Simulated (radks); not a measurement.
Neutral helium inside a hard spherical wall (all orbitals vanish at R), configuration held at [He] and not refilled when levels cross. Method: non-relativistic Kohn-Sham, r2SCAN, spin-polarised, spherical densities, point nucleus; meta-GGA in the generalised Kohn-Sham scheme; computed with a radial shooting solver on a logarithmic mesh with Libxc functionals. Eigenvalues in eV for spin up, with the zero of energy where the potential of the charges vanishes at infinity; a dash marks a level that is unbound or too diffuse for the functional's potential to be trusted. A positive occupied level is held by the wall or, in an anion where self-interaction has pushed it up, behind a barrier. The pressure on the wall is -dE/dV.

R (bohr)  E (hartree)  kinetic (hartree)    e(1s)  e(2s, empty)  e(2p, empty)  pressure (GPa)
free         -2.90496              2.873  -16.537             -             -               0
15           -2.90496              2.873  -16.537             -             -        < 0.0001
8            -2.90496              2.873  -16.537         4.798         5.821        < 0.0001
7            -2.90495              2.873  -16.536         5.714         6.636        0.000572
6            -2.90491              2.873  -16.531         7.029         7.648         0.00699
5            -2.90452              2.877  -16.495         9.520         9.376          0.0895
3.5          -2.89361              2.947  -15.877        21.126        16.581            4.69
2.5          -2.80528              3.320  -12.747        49.591        32.764            82.2
1.5          -1.90063              5.632    7.657        173.77        99.492            2610
